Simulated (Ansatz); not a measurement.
Consider the redistribution: `B[O][AlH][NH2]` + `[SiH3][SeH]` → `[NH2][AlH][SeH]` + `BO[SiH3]`.

Computed with Ansatz on PBE0-D4/def2-TZVP structures; ΔE is electronic, products minus reactants. CCSD(T)/CBS is the MP2 limit (def2-TZVPP, def2-QZVPP) plus CCSD(T) − MP2 in def2-TZVPP, frozen cores. DFT in def2-TZVPP. For Se outer-core shells are correlated without core-valence functions, which leaves a few kJ/mol of doubt a bond. Scalar relativity is left out up to krypton. Each species was taken in one conformer, which may not be the lowest.

```
           level  ΔE (kcal/mol)  difference from CCSD(T)/CBS
         BLYP-D4           -0.2                          1.6
         PBE0-D4           -1.0                          0.8
          B2PLYP           -1.2                          0.6
             PBE           -0.3                          1.5
         r2SCAN0           -1.2                          0.6
       CAM-B3LYP           -1.0                          0.8
         LC-ωPBE           -0.9                          0.9
CCSD(T)/def2-SVP            0.1                          1.9
   HF/def2-TZVPP           -2.8                         -1.0
  CCSD/CBS(def2)           -1.8                          0.0
     CCSD(T)/CBS           -1.8                            0
```

Largest T1 diagnostic among the species: 0.013.

At CCSD(T), def2-SVP lies +1.9 kcal/mol from the extrapolated value and def2-TZVPP −0.2 kcal/mol. From BLYP to BHLYP (50 % exact exchange), in def2-TZVPP and without D4, ΔE moves by −1.4 kcal/mol.
